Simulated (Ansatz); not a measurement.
## Molecular dynamics of BGeH$_{7}$Si

Input:

```yaml
crystal:
  periodic: [false, false, false]
  atoms:
    - { symbol: B, position_ang: [-1.89563, 0.784239, -0.329805] }
    - { symbol: Ge, position_ang: [0.079588, 0.549821, -0.542118] }
    - { symbol: Si, position_ang: [1.33969, -1.254719, 0.387988] }
    - { symbol: H, position_ang: [-2.467097, 0.138211, 0.525484] }
    - { symbol: H, position_ang: [-2.441313, 1.720354, -0.879159] }
    - { symbol: H, position_ang: [-0.199677, 1.574337, 0.681898] }
    - { symbol: H, position_ang: [0.858566, 1.388622, -1.589614] }
    - { symbol: H, position_ang: [2.69764, -0.794983, 0.844756] }
    - { symbol: H, position_ang: [0.58906, -1.831014, 1.557045] }
    - { symbol: H, position_ang: [1.522273, -2.325869, -0.653475] }
basis:
  gaussian: { orbitals: def2-SVP }
hamiltonian:
  xc: pbe
md:
  timestep: 0.5
  n_steps: 200
  ensemble: nve
  temperature: 300.0
  initial_velocities: maxwell_boltzmann
  seed: 6358
```

Run as:

```bash
$ ansatz run input.yaml --threads 2 --pin off --max-ram 3072MiB --backend cpu --events-out ev --progress --plain --runs-dir out
```

It starts at the highest image of a converged band, a first-order saddle point between two minima.

Output, in part (one step line in 7, the closing report, with atoms numbered from 0):

```
md step     0: t =     0.00 fs  T =   300.0 K  F+E_penalty+E_count = -65160.22072915 eV  E_kin = 0.310224 eV  conserved = -65159.91050516 eV  (26 SCF iters)
md step     7: t =     3.50 fs  T =   161.1 K  F+E_penalty+E_count = -65160.07603263 eV  E_kin = 0.166624 eV  conserved = -65159.90940844 eV  (27 SCF iters)
md step    14: t =     7.00 fs  T =   164.6 K  F+E_penalty+E_count = -65160.08019056 eV  E_kin = 0.170228 eV  conserved = -65159.90996282 eV  (28 SCF iters)
md step    21: t =    10.50 fs  T =   114.1 K  F+E_penalty+E_count = -65160.02763393 eV  E_kin = 0.117971 eV  conserved = -65159.90966279 eV  (28 SCF iters)
md step    28: t =    14.00 fs  T =   151.4 K  F+E_penalty+E_count = -65160.06646011 eV  E_kin = 0.156525 eV  conserved = -65159.90993464 eV  (28 SCF iters)
md step    35: t =    17.50 fs  T =   190.0 K  F+E_penalty+E_count = -65160.10635844 eV  E_kin = 0.196481 eV  conserved = -65159.90987715 eV  (27 SCF iters)
md step    42: t =    21.00 fs  T =   166.7 K  F+E_penalty+E_count = -65160.08196335 eV  E_kin = 0.172369 eV  conserved = -65159.90959451 eV  (27 SCF iters)
md step    49: t =    24.50 fs  T =   229.7 K  F+E_penalty+E_count = -65160.14768749 eV  E_kin = 0.237513 eV  conserved = -65159.91017433 eV  (26 SCF iters)
md step    56: t =    28.00 fs  T =   200.6 K  F+E_penalty+E_count = -65160.11687671 eV  E_kin = 0.207419 eV  conserved = -65159.90945781 eV  (26 SCF iters)
md step    63: t =    31.50 fs  T =   278.8 K  F+E_penalty+E_count = -65160.19844172 eV  E_kin = 0.288289 eV  conserved = -65159.91015230 eV  (27 SCF iters)
md step    70: t =    35.00 fs  T =   214.0 K  F+E_penalty+E_count = -65160.13086115 eV  E_kin = 0.221309 eV  conserved = -65159.90955229 eV  (27 SCF iters)
md step    77: t =    38.50 fs  T =   252.3 K  F+E_penalty+E_count = -65160.17093088 eV  E_kin = 0.260873 eV  conserved = -65159.91005787 eV  (26 SCF iters)
md step    84: t =    42.00 fs  T =   200.7 K  F+E_penalty+E_count = -65160.11703893 eV  E_kin = 0.207499 eV  conserved = -65159.90954011 eV  (27 SCF iters)
md step    91: t =    45.50 fs  T =   252.2 K  F+E_penalty+E_count = -65160.17099268 eV  E_kin = 0.260754 eV  conserved = -65159.91023890 eV  (27 SCF iters)
md step    98: t =    49.00 fs  T =   193.3 K  F+E_penalty+E_count = -65160.10945622 eV  E_kin = 0.199906 eV  conserved = -65159.90955024 eV  (27 SCF iters)
md step   105: t =    52.50 fs  T =   218.1 K  F+E_penalty+E_count = -65160.13525137 eV  E_kin = 0.225493 eV  conserved = -65159.90975811 eV  (27 SCF iters)
md step   112: t =    56.00 fs  T =   258.2 K  F+E_penalty+E_count = -65160.17706336 eV  E_kin = 0.266982 eV  conserved = -65159.91008171 eV  (26 SCF iters)
md step   119: t =    59.50 fs  T =   242.5 K  F+E_penalty+E_count = -65160.16044800 eV  E_kin = 0.250806 eV  conserved = -65159.90964214 eV  (26 SCF iters)
md step   126: t =    63.00 fs  T =   263.0 K  F+E_penalty+E_count = -65160.18217554 eV  E_kin = 0.272014 eV  conserved = -65159.91016106 eV  (27 SCF iters)
md step   133: t =    66.50 fs  T =   144.1 K  F+E_penalty+E_count = -65160.05835919 eV  E_kin = 0.148987 eV  conserved = -65159.90937205 eV  (27 SCF iters)
md step   140: t =    70.00 fs  T =   227.7 K  F+E_penalty+E_count = -65160.14562699 eV  E_kin = 0.235445 eV  conserved = -65159.91018216 eV  (27 SCF iters)
md step   147: t =    73.50 fs  T =   179.7 K  F+E_penalty+E_count = -65160.09521682 eV  E_kin = 0.185855 eV  conserved = -65159.90936186 eV  (26 SCF iters)
md step   154: t =    77.00 fs  T =   279.2 K  F+E_penalty+E_count = -65160.19907013 eV  E_kin = 0.288683 eV  conserved = -65159.91038729 eV  (25 SCF iters)
md step   161: t =    80.50 fs  T =   185.1 K  F+E_penalty+E_count = -65160.10085077 eV  E_kin = 0.191384 eV  conserved = -65159.90946676 eV  (27 SCF iters)
md step   168: t =    84.00 fs  T =   226.9 K  F+E_penalty+E_count = -65160.14446647 eV  E_kin = 0.234649 eV  conserved = -65159.90981726 eV  (27 SCF iters)
md step   175: t =    87.50 fs  T =   274.0 K  F+E_penalty+E_count = -65160.19332734 eV  E_kin = 0.283318 eV  conserved = -65159.91000965 eV  (26 SCF iters)
md step   182: t =    91.00 fs  T =   276.4 K  F+E_penalty+E_count = -65160.19554008 eV  E_kin = 0.285856 eV  conserved = -65159.90968445 eV  (27 SCF iters)
md step   189: t =    94.50 fs  T =   323.6 K  F+E_penalty+E_count = -65160.24475632 eV  E_kin = 0.334614 eV  conserved = -65159.91014256 eV  (27 SCF iters)
md step   196: t =    98.00 fs  T =   233.7 K  F+E_penalty+E_count = -65160.15097866 eV  E_kin = 0.241650 eV  conserved = -65159.90932905 eV  (27 SCF iters)
md step   200: t =   100.00 fs  T =   297.8 K  F+E_penalty+E_count = -65160.21786351 eV  E_kin = 0.307979 eV  conserved = -65159.90988424 eV  (27 SCF iters)
Total energy: -65160.21790315 eV, -2394.5938407589 hartree
Atom 0 at    -1.855021     0.480683    -0.316185 Å, force    -0.970391    -0.234053     0.733312 eV/Å
Atom 1 at     0.112358     0.639367    -0.529943 Å, force     0.867321     0.011127     0.079969 eV/Å
Atom 2 at     1.231928    -1.300205     0.382930 Å, force    -0.118376    -1.070593    -0.795032 eV/Å
Atom 3 at    -2.346540     0.693490     0.793693 Å, force     0.320016     0.077482    -0.203426 eV/Å
Atom 4 at    -2.664405     0.070084    -1.100281 Å, force    -0.049468    -0.070162    -0.503248 eV/Å
Atom 5 at     0.642326     1.752062     0.383650 Å, force     0.134065     0.385191     0.192343 eV/Å
Atom 6 at     0.793096     0.827188    -1.902618 Å, force    -0.087572     0.015473    -0.198577 eV/Å
Atom 7 at     2.685638    -1.061956     0.790227 Å, force    -0.475873     0.059858     0.069887 eV/Å
Atom 8 at     0.379107    -2.004307     1.429076 Å, force     0.338506     0.271423     0.039386 eV/Å
Atom 9 at     1.275966    -2.336232    -0.789184 Å, force     0.041771     0.554255     0.585388 eV/Å
Dipole moment:    -0.016944     0.041245     0.017573 e Å
```

All steps were run. The conserved energy stayed within 0.12 meV per atom of its start (net change 0.062 meV per atom), so the integration is sound. A run of 0.1 ps of so small a system gives no equilibrium averages. The orbitals stay closed-shell, which can raise the energy where a bond breaks towards radicals; this wasn't checked here.

The step under study would form B1–H6 and break Ge2–H6. These pairs go: B1–H6 2.13 → 2.89 Å, Ge2–H6 1.62 → 1.53 Å. In the last frame they stand as before the step (other bonds may differ from the relaxed reactants and products). It ends as one piece, BGeH7Si. Pairs count as bonded within 1.25 times the sum of covalent radii (0.12 Å more for H–H).

Last frame:

```xyz
10
Properties=species:S:1:pos:R:3
B -1.855 0.481 -0.316
Ge 0.112 0.639 -0.530
Si 1.232 -1.300 0.383
H -2.346 0.694 0.794
H -2.664 0.070 -1.100
H 0.642 1.752 0.384
H 0.793 0.827 -1.903
H 2.686 -1.062 0.790
H 0.379 -2.004 1.429
H 1.276 -2.336 -0.789
```

The run took 3.8 min on 2 threads of Intel(R) Xeon(R) CPU @ 2.60GHz (Ice Lake), with other jobs on the host, peak memory 0.15 GiB.
